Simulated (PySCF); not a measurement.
# Ti2Se, singlet: structure and spectrum

All numbers come from PySCF, B3LYP, basis Se def2-SVP, Ti def2-SVP (no relativity, density fitting).

The structure is a minimum.

```
Point group                                                                   : C2v
Bond lengths                                                                  : Se–Ti 2.397 Å (×2), Ti–Ti 2.653 Å
Bond angles                                                                   : Se–Ti–Ti 56.4° (×2), Ti–Se–Ti 67.2°
Heat capacity Cp at 298.15 K                                                  : 54.8 J/(mol K)
Enthalpy at 298.15 K above 0 K                                                : 13.53 kJ/mol
Entropy at 298.15 K and 1 bar                                                 : 303.5 J/(mol K)
Zero-point energy                                                             : 4.9 kJ/mol
Principal polarisabilities                                                    : 40.2, 96.2, 125.5 bohr³
Highest occupied level                                                        : -3.80 eV
Principal quadrupole moments (Buckingham, traceless) about the centre of mass : -10.00, -1.12, 11.13 D Å
Rotational symmetry number                                                    : 2
Lowest empty level                                                            : -2.78 eV
Dipole moment                                                                 : 3.11 D
Atomisation energy without zero-point energy                                  : 388 kJ/mol
Rotational constants                                                          : 0.09991, 0.09706, 0.04923 cm⁻¹
```

Harmonic modes (masses in u: Se 79.917, Ti 47.948):
```
symmetry  ω (cm⁻¹)  IR (km/mol)
      a1       213          0.5
      b2       258         87.9
      a1       348         10.8
```

In C2v the vibrations span 2a1 + b2. Here b1 is antisymmetric to the molecular plane and b2 lies in it.

Charges (e):
```csv
atom,Mulliken,Löwdin,polar tensor,Mayer order to Se1
Se1,-0.32,-0.04,-0.83,–
"Ti2,3",0.16,0.02,0.42,1.21
```
Other Mayer orders above 0.3: Ti–Ti 1.54.

Mulliken populations on Se1: s 7.87, p 16.41, d 10.04.

Outer orbital energies (eV). occupied: -17.19, -7.60, -7.39, -6.63, -5.46, -4.62, -3.80; empty: -2.78, -2.33, -2.20, -1.92.

This need not be the most stable arrangement of these atoms. At this level a quintet minimum of C2v symmetry lies 216 kJ/mol below this structure. The small gap makes a closed-shell description doubtful. At the minimum of this search the closed-shell solution is unstable towards spin polarisation, so a lower open-shell solution exists.

The final relaxation and frequency run took roughly 2.5 core-minutes on a shared host.
